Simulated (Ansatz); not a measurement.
Computed with Ansatz on PBE0-D4/def2-TZVP structures; ΔE is electronic, products minus reactants. CBS: MP2 limit from def2 TZ/QZ plus the TZ coupled-cluster correction, frozen cores. This one scheme is used for every species. Functionals use def2-TZVPP. B3LYP here is the variant with VWN-RPA as its local correlation; programs differ in this. HSE06 is defined as in plane-wave codes. def2 core potentials past Kr. For Sn outer-core shells are correlated without core-valence functions, which leaves a few kJ/mol of doubt a bond. Each species was taken in one conformer, which may not be the lowest.

`C[O][Sn][O]C` + HCl → `C[O][Sn][Cl]` + CH₃OH  (ligand exchange at the Sn–O bond)

`C[O][Sn][O]C`:

```xyz
11

C     1.130   -0.211    1.318
O     1.009   -1.454    0.685
Sn    0.217   -2.088   -1.009
O    -0.803   -0.520   -1.639
C    -1.182    0.706   -1.079
H     1.158    0.627    0.613
H     2.059   -0.191    1.899
H     0.299   -0.038    2.014
H    -0.453    1.492   -1.315
H    -2.147    1.013   -1.498
H    -1.288    0.664    0.011
```

HCl:

Z-matrix (Å, degrees):
```
Cl
H 1 1.279
```

`C[O][Sn][Cl]`:

Cartesian coordinates in Å:
```
C -0.690 -0.468 0.329
O -0.151 0.775 0.701
Sn 1.353 1.808 -0.009
Cl 2.032 0.307 -1.739
H -1.743 -0.344 0.056
H -0.161 -0.920 -0.517
H -0.639 -1.158 1.179
```

CH₃OH:

```xyz
6

C    -0.280   -0.142    0.169
O     0.405    0.559   -0.843
H    -1.336   -0.141   -0.101
H    -0.179    0.336    1.151
H     0.050   -1.185    0.251
H     1.339    0.573   -0.626
```

Q: Is it downhill or uphill in electronic energy at CCSD(T)/CBS, and by how much? (Best estimate.)

A: Ansatz gave: Downhill: ΔE = -19.0 kcal/mol.

Q: What do these levels give: LDA (SPW92), PBE0-D4, B3LYP-D4, HSE06-D4, BHLYP-D4, B2PLYP, PBE-QIDH, r2SCANh, HF/def2-SVP, CCSD/def2-TZVPP, CCSD(T)/def2-TZVPP, CCSD/CBS(def2)? (An estimate is asked.)

A: Computed: LDA (SPW92) -18.9, PBE0-D4 -20.8, B3LYP-D4 -19.3, HSE06-D4 -21.0, BHLYP-D4 -20.7, B2PLYP -19.4, PBE-QIDH -20.6, r2SCANh -20.6, HF/def2-SVP -23.5, CCSD/def2-TZVPP -18.7, CCSD(T)/def2-TZVPP -18.1, CCSD/CBS(def2) -19.6 kcal/mol.

Largest T1 diagnostic among the species: 0.017.

In def2-TZVPP, CCSD(T) changes the Hartree–Fock value by +4.7 kcal/mol (the triples alone add +0.6 kcal/mol) and MP2 by +4.3 kcal/mol. The D4 term adds +1.1 kcal/mol with B3LYP and +0.7 kcal/mol with PBE0; it sums over pairs of atoms, weighted by their polarisabilities, and B3LYP, whose exchange is more repulsive, gets the larger term. From PBE to PBE0 (25 % exact exchange), in def2-TZVPP and without D4, ΔE moves by −1.3 kcal/mol.
